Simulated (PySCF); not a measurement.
# Excitation energy of Sb²⁺ by level of theory

Sb²⁺ [Kr] 4d10 5s2 5p1 (2P) → Sb²⁺ [Kr] 4d10 5s2 6s1 (2S), as a difference of total energies. Computed with PySCF 2.14 in aug-cc-pVQZ-PP with ECP28MDF (7s7p5d3f2g, 92 functions), with a scalar-relativistic core potential. Correlated levels: valence: 4s2 4p6 4d10 frozen. The calculations carry no spin-orbit coupling.

| method | excitation energy (eV) |
| --- | --- |
| UHF | 10.912 |
| LDA | 10.856 |
| PBE | 10.689 |
| PBE0 | 10.848 |
| r2SCAN | 11.052 |
| LC-wPBE | 11.113 |
| TPSSh | 10.834 |
| B2PLYP | 10.897 |
| MP2 (valence) | 10.874 |
| SCS-MP2 (valence) | 10.908 |

How much does correlation contribute at MP2 (valence)?

10.874 − (10.912) = -0.038 eV, measured against UHF.

The promoted electron is Rydberg-like, and one or two diffuse shells describe it only roughly, which tends to raise the upper state.
